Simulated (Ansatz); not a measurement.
A made-up structure of LiBHI, closed shell:

```tsv
atom	x (Å)	y (Å)	z (Å)
Li1	1.2027	-0.1878	1.3158
B2	-0.6240	-0.0488	0.3145
I3	1.0477	0.1928	-1.2835
H4	1.8379	0.8682	-2.6287
```

It is relaxed with PBE-D4/def2-SVP and then PBE0-D4/def2-TZVP (Ansatz 0.2.0). Atoms count as bonded within 1.22 times the sum of their covalent radii (H–H: 0.88 Å). The end point is not checked to be a true minimum.

Does its bonding change? (A judgement: the text doesn't fix the answer.)

The calculation gives: Yes. Formed: none; broken: Li1–I3.

Where it ends: The first stage lowers the energy by 1.34 eV in 24 steps. It ends as LiBHI ([Li][B][IH]):
```json
{"atom": "Li1", "x (Å)": "-0.3673", "y (Å)": "-0.2847", "z (Å)": "1.6622"}
{"atom": "B2", "x (Å)": "1.4013", "y (Å)": "-0.1667", "z (Å)": "0.4542"}
{"atom": "I3", "x (Å)": "1.8121", "y (Å)": "0.3544", "z (Å)": "-1.5064"}
{"atom": "H4", "x (Å)": "0.6181", "y (Å)": "0.9213", "z (Å)": "-2.8920"}
```

Labels in which every atom is bracketed show which atoms are joined, not bond orders.

For scale, one of the runs: PBE0-D4/def2-TZVP relaxation, 101 basis functions, launched by `ansatz run in.yaml --threads 2 --pin off --events-out ev --progress --plain --max-ram 4352MiB`. Hardware: 2 CPU threads of an Arm Neoverse V2, shared host. Wall time about 12 s.
